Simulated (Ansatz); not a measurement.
Results of the Gaussian-basis code of Ansatz.

CH6BClGeSi. The species carries charge 0 and has multiplicity 1. The bonds changed during the relaxation, so this is another structure than the one it started from. The structure was optimised at the PBE0-D4/def2-TZVP level.

```xyz
11

B     0.399    0.976   -1.358
Si    1.336    0.192    0.154
Ge   -1.116    0.116   -0.003
C     0.276   -1.204    0.767
Cl    0.256   -1.636    2.467
H     0.591    2.155   -1.431
H     0.171    0.349   -2.352
H     1.720    1.016    1.338
H    -2.055   -0.703   -0.886
H    -1.809    0.840    1.152
H     0.232   -2.100    0.152
```

Question: What is the dipole moment at PBE/def2-TZVPP? (An estimate is asked.)

Answer: The calculation gave: 0.67 D, with components (0.04, -0.66, 0.11) D in this frame, pointing from negative to positive charge.

Question: And with r2SCAN, B3LYP, ωB97M-V? (An estimate is asked.)

Answer: The calculation gave: r2SCAN 0.62 D, B3LYP 0.62 D, ωB97M-V 0.64 D.

Question: Give the Mulliken charges with PBE, r2SCAN, B3LYP in def2-TZVPP. (Estimate.)

Answer: The calculation gave: 
```json
{"atom": "B1", "PBE": "-0.26", "r2SCAN": "-0.25", "B3LYP": "-0.22"}
{"atom": "Si2", "PBE": "0.13", "r2SCAN": "0.22", "B3LYP": "0.16"}
{"atom": "Ge3", "PBE": "0.18", "r2SCAN": "0.18", "B3LYP": "0.16"}
{"atom": "C4", "PBE": "-0.17", "r2SCAN": "-0.18", "B3LYP": "-0.21"}
{"atom": "Cl5", "PBE": "-0.12", "r2SCAN": "-0.13", "B3LYP": "-0.13"}
{"atom": "H6", "PBE": "0.03", "r2SCAN": "0.02", "B3LYP": "0.04"}
{"atom": "H7", "PBE": "0.05", "r2SCAN": "0.03", "B3LYP": "0.05"}
{"atom": "H8", "PBE": "-0.04", "r2SCAN": "-0.06", "B3LYP": "-0.05"}
{"atom": "H9", "PBE": "0.03", "r2SCAN": "0.03", "B3LYP": "0.03"}
{"atom": "H10", "PBE": "0.02", "r2SCAN": "0.02", "B3LYP": "0.02"}
{"atom": "H11", "PBE": "0.15", "r2SCAN": "0.13", "B3LYP": "0.15"}
```

B3LYP here is the variant with VWN-RPA as its local correlation; programs differ in this.
